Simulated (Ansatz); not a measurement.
Input file for `[CH3][AlH][O][SiH](F)F`:

```yaml
crystal:
  periodic: [false, false, false]
  atoms:
    - {symbol: C, position_ang: [1.016763, -2.028984, -0.600772]}
    - {symbol: Al, position_ang: [1.094687, -0.146446, -0.148812]}
    - {symbol: O, position_ang: [-0.366203, 0.647224, 0.213159]}
    - {symbol: Si, position_ang: [-1.508921, 1.692775, 0.577379]}
    - {symbol: F, position_ang: [-1.737685, 2.692168, -0.631550]}
    - {symbol: F, position_ang: [-1.076140, 2.579036, 1.818423]}
    - {symbol: H, position_ang: [1.171942, -2.641497, 0.294643]}
    - {symbol: H, position_ang: [0.048476, -2.312036, -1.020709]}
    - {symbol: H, position_ang: [1.798660, -2.307577, -1.312556]}
    - {symbol: H, position_ang: [2.410524, 0.723167, -0.063752]}
    - {symbol: H, position_ang: [-2.786803, 1.045071, 0.895148]}
basis:
  gaussian: {orbitals: def2-TZVPP}
correlation: {method: ccsd_t}
```

```sh
$ ansatz run in.yaml --threads 4 --pin off --events-out ev --progress --plain --max-ram 10444MiB
```

Log, shortened:

```
Functional definition: HF
1674 factors; integrals over basis functions are off by at most 1.4e-3 eV
mean field evaluation 1: about -23009.6643 eV, gradient 5.6e1 eV
mean field evaluation 2: about -23009.8755 eV, gradient 5.6e1 eV
mean field evaluation 4: about -23015.5853 eV, gradient 3.9e0 eV
mean field evaluation 8: about -23015.6650 eV, gradient 3.4e-1 eV
mean field -23015.66566847 eV, -845.8101127377 hartree, gradient 2.8e-6 eV, S^2 0.000000; 0 other end points of the search recorded, 0 dependent functions left out
14 core orbitals not correlated: weight in the atoms' cores, before any rotation towards them, 1.000 or more for the frozen orbitals, at most 0.000 for the correlated occupied ones
reference -23015.66566847 eV, -845.8101127377 hartree; 18, 18 occupied and 246, 246 virtual orbitals, 1674 factors
second order -29.92415763 eV of doubles, -0.00000000 eV of singles
cycle   1  -30.02219965 eV  change   -9.8e-2 eV  update   1.1e-1
cycle   2  -30.65859483 eV  change   -6.4e-1 eV  update   3.2e-2
cycle   3  -30.80772387 eV  change   -1.5e-1 eV  update   1.6e-2
cycle   4  -30.78890497 eV  change    1.9e-2 eV  update   3.2e-3
cycle   5  -30.78765479 eV  change    1.3e-3 eV  update   1.4e-3
cycle   6  -30.78856603 eV  change   -9.1e-4 eV  update   3.8e-4
cycle   7  -30.78837643 eV  change    1.9e-4 eV  update   1.5e-4
cycle   8  -30.78828589 eV  change    9.1e-5 eV  update   4.3e-5
cycle   9  -30.78829048 eV  change   -4.6e-6 eV  update   1.8e-5
perturbative correction -0.96529487 eV, -0.0354739320 hartree
Total energy: -23047.41925382 eV, -846.9770354759 hartree
```

It took 3.1 min on 4 threads of an Intel Xeon Platinum 8488C on a shared host, with 7.8 GiB of host memory at the peak.

Correlation energy per correlated electron: -0.882 eV. T1 diagnostic: 0.0115.
